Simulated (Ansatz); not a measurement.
A run for Ansatz (a quantum-chemistry and plane-wave program): R-r2SCAN/def2-TZVPP on F2Sn (SMILES [F][Sn][F]), atoms moved off the minimum. Elements past Kr take the def2 small-core potentials; no spin–orbit coupling.

Ansatz 0.2 input:
```yaml
crystal:
  periodic: [false, false, false]
  atoms:
    - {symbol: Sn, position_ang: [0.04163915, 0.00607650, 0.35741921]}
    - {symbol: F, position_ang: [0.66111930, 1.30821386, -0.98866527]}
    - {symbol: F, position_ang: [-0.83253033, -1.19049206, -0.94968242]}
basis:
  gaussian:
    orbitals: def2-TZVPP
hamiltonian:
  xc: {name: r2SCAN}
scf: {lower_state_search: off}
output: {forces: true}
```

Output:

```
WARN ansatz: RAYON_NUM_THREADS=1 ignored (pool sized by the plan → 1); use --threads N
Functional definition: r2SCAN
these checks for a lower state are left out or cut short: stability, starts, cluster_reference, orbital_swaps, neighbouring_geometries, increment
integrals: 0.03 GiB planned
700 factors; their error is unknown
mean field: 0.27 GiB planned
mean field evaluation 1: about -11264.3122 eV, gradient 6.1e1 eV
mean field evaluation 2: about -11188.7571 eV, gradient 2.1e2 eV
mean field evaluation 4: about -11270.0689 eV, gradient 6.0e0 eV
mean field evaluation 8: about -11270.1395 eV, gradient 3.4e-1 eV
mean field evaluation 16: about -11270.1344 eV, gradient 3.2e-5 eV
mean field -11270.13435475 eV, -414.1697983658 hartree, gradient 2.4e-6 eV, S^2 0.000000; 0 other end points of the search recorded, 0 dependent functions left out
the calculation of the forces begins
reference -11270.13436557 eV, -414.1697987633 hartree; 20, 20 occupied and 92, 92 virtual orbitals, 700 factors
Total energy: -11270.13436557 eV, -414.1697987633 hartree
Atom 0 at     0.041639     0.006077     0.357419 Å, force    -0.125982     0.009913    -1.100734 eV/Å
Atom 1 at     0.661119     1.308214    -0.988665 Å, force    -0.233671    -0.497632     0.540063 eV/Å
Atom 2 at    -0.832530    -1.190492    -0.949682 Å, force     0.359654     0.487719     0.560671 eV/Å
Dipole moment:     0.079261    -0.030289     0.812859 e Å
Checks for a lower state left out: stability, starts, cluster_reference, orbital_swaps, neighbouring_geometries, increment
```

The run converged.

Cost: around 1.1 core-seconds (rough).
